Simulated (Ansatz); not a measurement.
Cost and result for the atomization energy of `CN[SiH2]OC` (14 atoms, 13 bonds).

Cartesian coordinates in Å:
```
C 0.9073 1.5785 -0.7694
N -0.4400 1.0571 -0.8317
Si -0.8780 -0.5885 -0.7523
O -1.0777 -1.2472 0.7437
C -0.0197 -1.3709 1.6613
H 1.0679 2.3660 -1.5125
H 1.6162 0.7771 -0.9915
H 1.1681 1.9844 0.2158
H -1.1538 1.7572 -0.7069
H 0.2260 -1.3228 -1.4316
H -2.2048 -0.7565 -1.3841
H -0.3474 -2.0057 2.4868
H 0.8645 -1.8323 1.2029
H 0.2714 -0.3962 2.0695
```

Charge 0, multiplicity 1. Geometry: relaxed with PBE0-D4/def2-TZVP. It is one conformer, not always the lowest. Program: Ansatz. All runs use 2 threads of an AMD EPYC 7R13 on a shared host and a share of an NVIDIA H100 80 GB. Times are those of one run each, without the atoms' runs, and a repeat can differ threefold. Electronic energies, without spin–orbit coupling; frozen cores. CCSD(T)/CBS adds CCSD(T) − MP2 in def2-TZVPP to the MP2 limit, and its time is that of the two runs behind it. T1 = 0.011. B3LYP takes the VWN-RPA correlation (the form of Gaussian; ORCA's B3LYP/G).

CCSD(T)/CBS is a level of theory with its own doubt, some kJ/mol a heavy atom from the limit and from the frozen cores, so smaller differences don't rank the functionals.

```json
{"level": "PBE0-D4/def2-TZVPP", "functions": "292", "wall time": "1.9 s"}
{"level": "PBE-D4/def2-TZVPP (with forces)", "functions": "292", "wall time": "2.2 s"}
{"level": "B2PLYP/def2-TZVPP", "functions": "292", "wall time": "2.2 s"}
{"level": "ωB97X-V/def2-TZVPP", "functions": "292", "wall time": "2.5 s"}
{"level": "B3LYP-D4/def2-TZVPP (with forces)", "functions": "292", "wall time": "2.7 s"}
{"level": "r2SCAN-D4/def2-TZVPP (with forces)", "functions": "292", "wall time": "2.9 s"}
{"level": "ωB97M-V/def2-TZVPP (with forces)", "functions": "292", "wall time": "3.1 s"}
{"level": "CCSD(T)/def2-TZVPP", "functions": "292", "wall time": "3.6 s"}
{"level": "MP2/def2-QZVPP", "functions": "568", "wall time": "3.7 s"}
{"level": "CCSD(T)/CBS(def2)", "functions": "–", "wall time": "7.3 s"}
```

Q: What atomization energy does each give, and how far from CCSD(T)/CBS? (Estimate.)

A: Computed: 
```tsv
level	atomization (kcal/mol)	difference from CCSD(T)/CBS	per bond
PBE0-D4/def2-TZVPP	1224.7	-5.3	-0.4
PBE-D4/def2-TZVPP (with forces)	1243.3	13.3	1.0
B2PLYP/def2-TZVPP	1216.6	-13.4	-1.0
ωB97X-V/def2-TZVPP	1233.3	3.3	0.3
B3LYP-D4/def2-TZVPP (with forces)	1231.1	1.1	0.1
r2SCAN-D4/def2-TZVPP (with forces)	1226.0	-4.0	-0.3
ωB97M-V/def2-TZVPP (with forces)	1232.7	2.7	0.2
CCSD(T)/def2-TZVPP	1197.3	-32.7	-2.5
MP2/def2-QZVPP	1228.6	-1.4	-0.1
CCSD(T)/CBS(def2)	1230.0	0.0	0.0
```

From PBE to PBE0 (25 % exact exchange), in def2-TZVPP and without D4, the atomization energy moves by −17.6 kcal/mol: exact exchange takes away binding that semilocal exchange gives to molecules. The D4 term adds +9.9 kcal/mol with B3LYP and +5.3 kcal/mol with PBE0; it sums over pairs of atoms, weighted by their polarisabilities, and B3LYP, whose exchange is more repulsive, gets the larger term. In def2-TZVPP, CCSD(T) changes the Hartree–Fock value by +303.1 kcal/mol (the triples alone add +15.1 kcal/mol) and MP2 by +314.8 kcal/mol; breaking electron pairs costs correlation energy, which Hartree–Fock lacks.
